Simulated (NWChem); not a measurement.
Molecule: CH₅GaO₂; SMILES [OH][Ga]([CH3])[OH]

```xyz
9

Ga     0.0005     0.0017     0.0007
C      0.1350    -1.9416    -0.0003
H      0.6028    -2.2962    -0.9309
H     -0.8701    -2.3791     0.0777
H      0.7443    -2.2955     0.8444
O     -1.5887     0.8064    -0.0002
H     -1.5230     1.7671    -0.0042
O      1.3382     1.1914    -0.0006
H      2.2243     0.8180     0.0005
```
Atoms are numbered in this order, from 1.

All runs: NWChem. Pople sets run with spherical d functions. Coordinates come from a PBE0/def2-SVP optimisation. Total energies compare along this basis series because the functional is fixed.

| level | basis functions | energy (Ha) | highest occupied level (eV) | orbital gap (eV) | dipole (D) |
|---|---|---|---|---|---|
| Hartree-Fock/STO-3G | 38 | -2088.9111 | [?] | [?] | [?] |
| Hartree-Fock/3-21G | 59 | -2103.3974 | -11.55 | 14.56 | 2.70 |
| Hartree-Fock/6-31G* | 84 | -2113.5155 | -11.84 | 14.49 | 2.60 |
| Hartree-Fock/6-311G** | 128 | -2113.8286 | -11.88 | 14.20 | 2.56 |

Q: Complete the blanks.

A: 
- Hartree-Fock/STO-3G, highest occupied level (eV): -7.41
- Hartree-Fock/STO-3G, orbital gap (eV): 13.85
- Hartree-Fock/STO-3G, dipole (D): 1.47
